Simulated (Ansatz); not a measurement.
Mulliken charges of `[BH2][Zn][NH2]` from ωB97M-V/def2-TZVPP in Ansatz (PBE0-D4/def2-TZVP geometry).

```
atom   x (Å)   y (Å)   z (Å)  charge (e)
  B1  -1.596   0.186  -1.052      -0.116
 Zn2   0.099  -0.010   0.058       0.197
  N3   1.620  -0.178   1.030      -0.433
  H4  -2.039  -0.709  -1.716       0.073
  H5  -2.227   1.206  -1.087       0.073
  H6   2.149  -1.028   1.127       0.103
  H7   1.993   0.532   1.639       0.103
```

Task: By hand: the dipole of these point charges (1 e Å = 4.8032 D).

Result: Σ q r = (-0.382, 0.039, -0.232) e Å, of length 0.449 e Å = 2.16 D.

Task: How does the dipole of the full density compare? (Best estimate.)

Result: Ansatz gave: (0.039, -0.016, 0.059) e Å, 0.35 D; the point charges give 6.17 times that, at 154° from its direction, so they point the opposite way.

Point charges leave out the atoms' own dipoles, such as those of lone pairs, and Mulliken's split depends on the basis, so the two needn't agree.
